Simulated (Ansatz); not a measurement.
A trace of molecular dynamics of F₂GeH₃N (7 atoms, charge 0, multiplicity 1).

All numbers below come from Ansatz, RKS PBE0/def2-SVP.

```yaml
ensemble: NVE (velocity Verlet)
starting_velocities_drawn_for: 300 K
seed: 939021
```

| time (fs) | T (K) | potential energy less start (eV) | conserved less start (meV/atom) |
| --- | --- | --- | --- |
| 0.0 | 300 | 0.000 | 0.00 |
| 5.0 | 214 | 0.063 | 1.00 |
| 10.0 | 100 | 0.145 | 2.21 |
| 15.0 | 109 | 0.130 | 0.99 |
| 20.0 | 189 | 0.073 | 0.22 |
| 25.0 | 181 | 0.095 | 2.52 |
| 30.0 | 92 | 0.159 | 3.44 |
| 35.0 | 47 | 0.174 | 1.50 |
| 40.0 | 92 | 0.181 | 6.59 |
| 45.0 | 173 | 0.163 | 11.57 |
| 50.0 | 239 | 0.096 | 8.05 |
| 55.0 | 212 | 0.382 | 46.41 |
| 60.0 | 354 | 0.802 | 119.58 |
| 65.0 | 237 | 2.138 | 299.57 |
| 70.0 | 28083 | 7.952 | 3701.14 |
| 75.0 | 151312 | 8.674 | 15181.88 |
| 80.0 | 150579 | 9.245 | 15195.73 |
| 85.0 | 149021 | 10.380 | 15214.04 |
| 90.0 | 147933 | 11.066 | 15211.64 |
| 95.0 | 147049 | 12.005 | 15264.07 |
| 100.0 | 148356 | 13.073 | 15537.40 |

Problem. Is this trajectory sound?

Solution. The conserved energy changed by up to 16000 meV per atom, so the integration failed: the time step of 2.5 fs is too long for the fastest motions that this run met, and the later frames carry no physical meaning.

Time of the run: 2.3 min on 2 threads of Arm Neoverse N1, with other jobs on the host, peak memory 0.18 GiB.
